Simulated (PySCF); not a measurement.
# Polarisability and C₆ of In (indium, neutral)

[Kr] 4d10 5s2 5p1, 2P determinant. All numbers are calculated (PySCF 2.14, scalar relativity through the core potential, in aug-cc-pVTZ-PP with one added diffuse shell each of d, f type with ECP28MDF (6s5p5d3f, 67 functions)). Coupled (time-dependent) response in atomic units; α is the mean over directions.

```tsv
method	mean α (bohr³)	α xx, yy, zz	C₆ (like pair)	S(−4)
UHF	74.76	60.50, 103.3, 60.50	797.4	2989
PBE	80.81	60.36, 121.7, 60.36	816.5	4894
PBE0	75.37	58.21, 109.7, 58.21	769.1	3703
BLYP	82.42	61.23, 124.8, 61.23	822.6	5451
PW91	79.25	59.56, 118.6, 59.56	796.6	4675
```

S(−4) is the Cauchy moment in α(ω) = α(0) + S(−4) ω² + …

Reference α: 65 ± 4 bohr³ (recommended; Schwerdtfeger and Nagle, table of static dipole polarizabilities (2023 update)). Published C₆: 779.0 (Chu and Dalgarno (2004); Tang, Norbeck and Certain (1976)).

Spin-orbit coupling is absent.

α(iu) at BLYP:

| u (hartree) | α(iu) (bohr³) |
| --- | --- |
| 0 | 82.42 |
| 0.0500 | 71.61 |
| 0.100 | 54.72 |
| 0.200 | 33.03 |
| 0.300 | 21.97 |
| 0.500 | 11.92 |
| 0.750 | 7.019 |
| 1.00 | 4.756 |
| 1.50 | 2.679 |
| 2.00 | 1.730 |
| 3.00 | 0.8857 |
| 5.00 | 0.3523 |

The components differ because the open shell of this determinant is not spherical; for a pure term their mean is the scalar polarisability.

Energies and moments cover only the electrons outside the core potential.
